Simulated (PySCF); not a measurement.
# How methods differ on the excitation energy of Os

Os [Xe] 4f14 5d6 6s2 (5D) → Os [Xe] 4f14 5d6 6s1 6p1 (high-spin determinant), as a difference of total energies. Calculation: PySCF 2.14, in aug-cc-pVTZ-PP with ECP60MDF (6s6p5d3f2g, 88 functions); scalar relativity through the core potential. Correlated levels: valence: 5s2 5p6 frozen. The calculations carry no spin-orbit coupling.

| method | excitation energy (eV) |
| --- | --- |
| UHF | 1.439 |
| LDA | 3.412 |
| PBE | 3.096 |
| PBE0 | 2.815 |
| r2SCAN | 2.784 |
| B97-3 | 3.435 |
| PBEsol | 3.080 |
| CAM-B3LYP | 3.187 |
| B2PLYP | 3.189 |
| MP2 (valence) | 2.764 |
| SCS-MP2 (valence) | 3.125 |

How much does correlation contribute at MP2 (valence)?

2.764 − (1.439) = 1.325 eV, measured against UHF.

The determinant of the upper state mixes LS terms, which raises its energy above the lowest term, most at the Hartree-Fock and MP2 levels.
